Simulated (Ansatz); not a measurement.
System: HgH, net charge 0, doublet state. The spin state was set by rule; other spins were not relaxed. 
Coordinates optimised at B3LYP-D3(BJ)/def2-TZVP (Ansatz, a quantum-chemistry and plane-wave program):
```xyz
2

Hg     0.0000     0.0000    -0.0222
H      0.0000     0.0000     1.7746
```
Charge 0, spin multiplicity 2.

Wanted: atomisation energy (electronic, to ground-state atoms), in kJ/mol. Valence correlation only, unless marked. UHF or UKS for open shells. Spin-orbit coupling is left out. Frozen are the shells of the preceding noble gas and the d and f shells that filled before the atom's block. Past Kr the def2 sets carry scalar-relativistic core potentials. The coupled-cluster limit lacks core correlation, which all-electron functionals hold. Basis-set limits of correlation are two-point, X^-3; Hartree-Fock from the larger set.

```
level                         program  atomisation energy (kJ/mol)
---------------------  --------------  ---------------------------
HF/def2-TZVPP                  Ansatz                         17.2
PBE-D3(BJ)/def2-TZVPD  Ansatz + dftd3                         42.8
```

**Question.** Predict the CCSD(T)/CBS(def2-TZVPPD,def2-QZVPPD) result (Ansatz).

**Answer.** 40.0 kJ/mol, so PBE-D3(BJ)/def2-TZVPD differs from it by 2.8 kJ/mol.
